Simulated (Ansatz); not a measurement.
## One reagent, a row of partners

Four-centre ligand exchange: NH₃ meets different compounds of Si. Each row is one chosen step, not always the lowest open to these reactants.

Gas-phase electronic energies, without zero-point energy, by CCSD(T) at an estimated basis limit (MP2 extrapolated from triple and quadruple zeta, plus CCSD(T) − MP2 in triple zeta); Ansatz 0.2.0, def2-TZVPP and QZVPP, frozen cores, on PBE0-D4/def2-TZVP structures. Extrapolation: Hartree–Fock as exp(−7.88 √X), correlation as X^−2.97. All energies, in kcal/mol, count from the separated reactants, without counterpoise correction; the start and end structures are the complexes reached by relaxing down from the saddle, and deeper ones may exist. Brackets give SMILES, or, where every atom is bracketed, only which atoms are joined. Steps whose reference was doubtful or whose search ended elsewhere are left out.

| reactants | products | broken | formed | start structure | saddle | end structure |
| --- | --- | --- | --- | --- | --- | --- |
| SiHF₃ ([F][SiH]([F])[F]) + NH₃ | SiNH₂F₃ ([NH2][Si]([F])([F])[F]) + H₂ | H–N, H–Si | H–H, N–Si | -6.26 | 39.74 | -12.76 |
| Si₂H₆O ([SiH3][O][SiH3]) + NH₃ | Si₂NH₇O ([NH2][SiH2][O][SiH3]) + H₂ | H–N, H–Si | H–H, N–Si | -4.23 | 39.86 | -12.40 |
| SiHCl₃ ([Cl][SiH]([Cl])[Cl]) + NH₃ | SiNH₂Cl₃ ([NH2][Si]([Cl])([Cl])[Cl]) + H₂ | H–N, H–Si | H–H, N–Si | -3.71 | 40.53 | -11.73 |
| CH₆Si ([CH3][SiH3]) + NH₃ | CH₇NSi ([CH3][SiH2][NH2]) + H₂ | H–N, H–Si | H–H, N–Si | -2.28 | ? | -7.01 |
| SiH₄ + NH₃ | SiNH₅ ([NH2][SiH3]) + H₂ | H–N, H–Si | H–H, N–Si | -1.98 | 45.06 | -5.41 |
| Si₂H₆ ([SiH3][SiH3]) + NH₃ | Si₂NH₇ ([NH2][SiH2][SiH3]) + H₂ | H–N, H–Si | H–H, N–Si | -1.52 | 42.62 | -4.37 |

What is the height of the saddle for CH₆Si ([CH3][SiH3]) + NH₃? (Judge from chemistry; the value comes from the calculation.)

By the calculation: 44.31 kcal/mol relative to the separated reactants, between the members at 42.62 and 45.06; above its start structure the barrier is 44.31 − (-2.28) ≈ 46.59 kcal/mol.

No T1 diagnostic of these runs exceeds 0.013.

For scale, one of the runs: CCSD(T)/def2-TZVPP, 272 basis functions, launched by `ansatz run in.yaml --threads 8 --pin off --events-out ev --progress --plain --max-ram 19148MiB`. Time: 94 s of wall clock on 8 CPU threads of an Arm Neoverse V1; the host was shared. Peak host memory: 6.9 GiB.
